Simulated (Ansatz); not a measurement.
Problem. Name a neutral molecule of F, Se, Ti and H with ideal-gas entropy at 298 K and 1 bar (rigid rotor, harmonic PBE0-D4/def2-TZVP) between 365 and 381 J/(mol·K) and zero-point energy (PBE0-D4/def2-TZVP) between 29 and 45 kJ/mol (Ansatz, PBE0-D4/def2-TZVP geometry).

Solution. `[F][Ti]([F])([F])[SeH]` (372 J/(mol·K), 39.1 kJ/mol). Other molecules can fit too; these were computed, each in one conformer that needn't be the lowest.
